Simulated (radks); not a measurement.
Trend from La4+ to Lu4+: ionisation energy by Delta-SCF between NIST ground configurations, and size. All-electron calculation, scalar-relativistic Kohn-Sham, r2SCAN, spin-unpolarised, spherical densities, finite nucleus; meta-GGA in the generalised Kohn-Sham scheme; Fermi nuclear charge, rms radius of each element as measured or else 0.836 A^(1/3) + 0.57 fm. Program: a radial shooting solver on a logarithmic mesh with Libxc functionals.

La4+: configuration [Kr] 4d10 5s2 5p5; configuration of the ion [Kr] 4d10 5s2 5p4; IE (eV) 63.763; NIST (eV) 62; kind semi-emp.; -e(HOMO) (eV) 57.475 (5p); r at 0.001 e/bohr^3 (bohr) 3.34
Ce4+: configuration [Xe]; configuration of the ion [Kr] 4d10 5s2 5p5; IE (eV) 67.138; NIST (eV) 65.6; kind semi-emp.; -e(HOMO) (eV) 60.616 (5p); r at 0.001 e/bohr^3 (bohr) 3.29
Pr4+: configuration [Xe] 4f1; configuration of the ion [Xe]; IE (eV) 58.268; NIST (eV) 57.53; kind semi-emp.; -e(HOMO) (eV) 47.919 (4f); r at 0.001 e/bohr^3 (bohr) 3.25
Nd4+: configuration [Xe] 4f2; configuration of the ion [Kr] 4d10 4f2 5s2 5p5; IE (eV) 69.964; -e(HOMO) (eV) 49.204 (4f); r at 0.001 e/bohr^3 (bohr) 3.21
Pm4+: configuration [Xe] 4f3; configuration of the ion [Kr] 4d10 4f3 5s2 5p5; IE (eV) 71.310; -e(HOMO) (eV) 50.371 (4f); r at 0.001 e/bohr^3 (bohr) 3.18
Sm4+: configuration [Xe] 4f4; configuration of the ion [Xe] 4f3; IE (eV) 62.142; NIST (eV) 62.7; kind semi-emp.; -e(HOMO) (eV) 51.434 (4f); r at 0.001 e/bohr^3 (bohr) 3.14
Eu4+: configuration [Xe] 4f5; configuration of the ion [Kr] 4d10 4f5 5s2 5p5; IE (eV) 73.906; -e(HOMO) (eV) 52.404 (4f); r at 0.001 e/bohr^3 (bohr) 3.11
Gd4+: configuration [Xe] 4f6; configuration of the ion [Kr] 4d10 4f6 5s2 5p5; IE (eV) 75.167; -e(HOMO) (eV) 53.291 (4f); r at 0.001 e/bohr^3 (bohr) 3.08
Tb4+: configuration [Xe] 4f7; configuration of the ion [Kr] 4d10 4f7 5s2 5p5; IE (eV) 76.408; -e(HOMO) (eV) 54.100 (4f); r at 0.001 e/bohr^3 (bohr) 3.05
Dy4+: configuration [Xe] 4f8; configuration of the ion [Kr] 4d10 4f8 5s2 5p5; IE (eV) 77.634; -e(HOMO) (eV) 54.840 (4f); r at 0.001 e/bohr^3 (bohr) 3.02
Ho4+: configuration [Xe] 4f9; configuration of the ion [Kr] 4d10 4f9 5s2 5p5; IE (eV) 78.846; -e(HOMO) (eV) 55.514 (4f); r at 0.001 e/bohr^3 (bohr) 2.99
Er4+: configuration [Xe] 4f10; configuration of the ion [Kr] 4d10 4f10 5s2 5p5; IE (eV) 80.047; -e(HOMO) (eV) 56.127 (4f); r at 0.001 e/bohr^3 (bohr) 2.96
Tm4+: configuration [Xe] 4f11; configuration of the ion [Kr] 4d10 4f11 5s2 5p5; IE (eV) 81.239; -e(HOMO) (eV) 56.683 (4f); r at 0.001 e/bohr^3 (bohr) 2.93
Yb4+: configuration [Xe] 4f12; configuration of the ion [Kr] 4d10 4f12 5s2 5p5; IE (eV) 82.424; -e(HOMO) (eV) 57.186 (4f); r at 0.001 e/bohr^3 (bohr) 2.91
Lu4+: configuration [Xe] 4f13; configuration of the ion [Xe] 4f12; IE (eV) 69.397; NIST (eV) 66.8; kind semi-emp.; -e(HOMO) (eV) 57.638 (4f); r at 0.001 e/bohr^3 (bohr) 2.88

Reference values: NIST Atomic Spectra Database (exp. = measured, semi-emp. = semi-empirical, theory = theoretical value adopted there). Spin polarisation and multiplet splitting are left out, so open shells lie too high by an amount that depends on their filling. Spin-orbit splitting is averaged out at the scalar-relativistic level.

Beside tabulated values, note that spin-unpolarised runs miss the spin-polarisation part of the exchange energy of open shells. No tabulated value is given for the 4+ ions of Nd, Pm and Eu to Yb, where it belongs to another shell than the one emptied here.
